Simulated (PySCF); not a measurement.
## Hg²⁺: excitation energy

Hg²⁺ [Xe] 4f14 5d10 (1S) → Hg²⁺ [Xe] 4f14 5d9 6p1 (high-spin determinant), as a difference of total energies. Calculation: PySCF 2.14, in aug-cc-pVTZ-PP with ECP60MDF; scalar relativity through the core potential. Correlated levels: valence: 5s2 5p6 frozen. The calculations carry no spin-orbit coupling.

```json
{"method": "UHF", "excitation energy (eV)": "14.022"}
{"method": "MP2 (valence)", "excitation energy (eV)": "14.937"}
{"method": "SCS-MP2 (valence)", "excitation energy (eV)": "14.967"}
{"method": "CCSD (valence)", "excitation energy (eV)": "14.682"}
{"method": "CCSD(T) (valence)", "excitation energy (eV)": "14.691"}
```

Question: How much does correlation contribute at CCSD(T) (valence)?

Answer: 14.691 − (14.022) = 0.669 eV, measured against UHF.

The determinant of the upper state mixes LS terms, which raises its energy above the lowest term, most at the Hartree-Fock and MP2 levels.
